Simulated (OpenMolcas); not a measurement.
## Levels of Bi³⁺ by method

| Quantity | Value |
| --- | --- |
| Program | OpenMolcas 26.06 |
| Basis | ANO-RCC-VQZP [9s8p6d4f3g] |
| Scalar Hamiltonian | DKH2, point nucleus |
| Active space | 2 electrons in 9 orbitals (RAS2 6s 6p; RAS3 6d, at most 2 electrons) |
| State averaging | 2S+1 = 3 even, 3 roots; 2S+1 = 1 even, 7 roots; 2S+1 = 3 odd, 3 roots; 2S+1 = 1 odd, 3 roots |
| Spin-orbit coupling | state interaction with AMFI integrals over the reference wave functions, term energies averaged over their components |

Methods on the same reference wave functions:
A. RASSCF
B. SS-RASPT2, IPEA 0.25 Eh, imaginary shift 0.1 Eh (closed shells correlated: 5d)
C. MS-RASPT2, IPEA 0.25 Eh, imaginary shift 0.1 Eh (closed shells correlated: 5d)

Energies in cm-1 above 6s2 1S0, the measured ground level; measured values from Moore, Atomic Energy Levels, vol. III, NSRDS-NBS 35 (1971 reprint of NBS Circular 467, 1958).

| Level | A | B | C | Measured |
| --- | --- | --- | --- | --- |
| 6s2 1S0 | 0.0 | 0.0 | 0.0 | 0.0 |
| 6s 6p 3P* 0 | 66601 | 74600 | 75190 | 70968 |
| 6s 6p 3P* 1 | 71459 | 78890 | 79480 | 75926 |
| 6s 6p 3P* 2 | 86872 | 94870 | 95460 |  |
| 6s 6p 1P* 1 | 113273 | 112130 | 112710 | 114602 |
| 6p2 3P0 | 168068 | 173500 | 174080 | 166552 |

Deviations, from unrounded energies. A percentage is the sum of absolute deviations over the sum of measured energies, with the sign that they share, or ± where signs differ.

```
           Against measurement  Levels     A     B     C
mean absolute deviation (cm-1)       4  2900  4000  4300
      other configurations (%)       4  ±2.7  ±3.7  ±4.0
```

A lies closest to measurement on these levels and C furthest from it. The largest miss of A in the table is 6s 6p 3P* 1, by -4500 cm-1. The ranking rests on the paired levels alone, and a cruder setting can come out closer through cancelling errors.

Between B and C the level of the table that moves most is 6s 6p 1P* 1, by 580 cm-1 (lowest in B, highest in C). Moves below CASPT2's spread within the term are not significant.

The lowest spin-free term lies below A's lowest term by 0.422 hartree in B, 0.424 hartree in C.

Active for correlation alone: 6d; no level in the range computed is led by a configuration that fills it, so any true level of that kind is missing. Spin-orbit splittings of 6p shells tend to come out small when the coupling is added on scalar orbitals. Configurations are named by rounded mean occupations; where the s occupation lies near a half they are strongly mixed, a name can repeat and a true partner stay unpaired (holds for A). Some terms mix strongly with configurations of 6d, whose occupation reaches 0.51 (6p2 1D) (holds for A). Measured partners are found by configuration, term and J. A level has none where our copy of the source lacks it or the pairing is in doubt (some pairs that miss far off the trend of their configuration count as doubtful), and it then counts in no deviation. Levels of configurations outside the active space are missing. The table leaves out levels that lie high or whose names do not pair safely across all columns.

* marks odd parity.
